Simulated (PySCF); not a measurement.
# One molecule, several mistakes: CGe2H6O

All numbers below are calculated, not measured. The program is PySCF 2.14.0, an open-source quantum chemistry code, run on an isolated molecule that a program drew, which may never have been made. The molecule is CGe2H6O (charge 0, singlet), drawn as the SMILES string `[OH][Ge][CH2][GeH3]`.

Each row is a Hartree-Fock (HF) and frozen-core CCSD(T) single point in the cc-pVDZ basis, meant for a local HF minimum. Run 1 is clean. Each other run has one planted mistake out of seven kinds, and not every kind appears here: one electron removed, one electron added, multiplicity raised by two, geometry at a saddle point, minimal basis STO-3G, one bond length entered in bohr, all coordinates scaled. The reference is restricted for singlets and unrestricted otherwise, and also for a bond in bohr. Adding or removing an electron swaps singlet and doublet. Electrons count all cores. HOMO and LUMO are orbital energies over both spins, the gradient is its largest component, and the lowest frequency (negative if imaginary) is given only where the gradient is small. Bond lengths are over the 9 bonds as drawn. T1 is the CCSD diagnostic: over 0.02 (restricted) or 0.045 (unrestricted) a single reference is doubtful. Germanium has the cc-pVDZ-PP basis, with a core potential (ECP10MDF) in place of its 10 inner electrons, and its 3s, 3p and 3d shells are frozen in CCSD(T).

Geometry of the clean run:
```xyz
10
CGe2H6O, angstrom
O     1.2473    1.8016   -1.6200
Ge    1.5902    0.2250   -2.3877
C     2.2733   -0.7613   -0.7757
Ge    0.9343   -1.1417    0.6219
H     1.4238    1.9121   -0.6958
H     2.7031   -1.7151   -1.0981
H     3.0752   -0.1780   -0.3052
H    -0.3426   -1.7237   -0.0022
H     1.4784   -2.1469    1.6431
H     0.5618    0.1550    1.3538
```

| run | electrons | basis functions | <S^2> | HOMO (eV) | LUMO (eV) | gradient (hartree/bohr) | lowest frequency (cm^-1) | mean bond (Å) | longest bond (Å) | T1 | HF (hartree) | CCSD(T) (hartree) | mistake |
|---|---|---|---|---|---|---|---|---|---|---|---|---|---|
| 1 | 84 | 104 | 0.000 | -9.02 | 1.22 | 1.3e-05 | 51 | 1.5013 | 2.009 | 0.0159 | -702.98297 | -703.56232 | no fault |
| 2 | 84 | 104 | 1.057 | -9.00 | 0.73 | 3.1e-02 | - | 1.6963 | 3.727 | 0.0273 | -702.89107 | -703.43985 | one bond length entered in bohr |
| 3 | 84 | 104 | 2.013 | -6.93 | -0.30 | 2.2e-02 | - | 1.5013 | 2.009 | 0.0157 | -702.91174 | -703.46788 | multiplicity raised by two |
| 4 | 84 | 104 | 0.000 | -8.91 | 1.42 | 3.5e-02 | - | 1.4563 | 1.949 | 0.0148 | -702.97425 | -703.54770 | all coordinates scaled |
| 5 | 85 | 104 | 0.766 | -0.26 | 7.97 | 4.2e-02 | - | 1.5013 | 2.009 | 0.0149 | -702.96451 | -703.54761 | ? |
| 6 | 83 | 104 | 0.789 | -16.75 | -6.77 | 4.5e-02 | - | 1.5013 | 2.009 | 0.0212 | -702.69384 | -703.24848 | ? |

**Which mistake was planted in run 5, and what did it cost?**

It counts 85 electrons, one more than the clean run, at the same geometry and basis. So the mistake is: one electron added. Subtracting run 1 and multiplying by 627.51 kcal/mol a hartree, the energy moved by 11.6 kcal/mol in HF and 9.2 kcal/mol in CCSD(T).

**Which mistake was planted in run 6, and what did it cost?**

It counts 83 electrons, one fewer than the clean run, at the same geometry and basis. So the mistake is: one electron removed. Subtracting run 1 and multiplying by 627.51 kcal/mol a hartree, the energy moved by 181.4 kcal/mol in HF and 196.9 kcal/mol in CCSD(T).

Cautions from the logs. Run 5: the added electron raises the CCSD(T) energy, so it isn't bound in this basis.
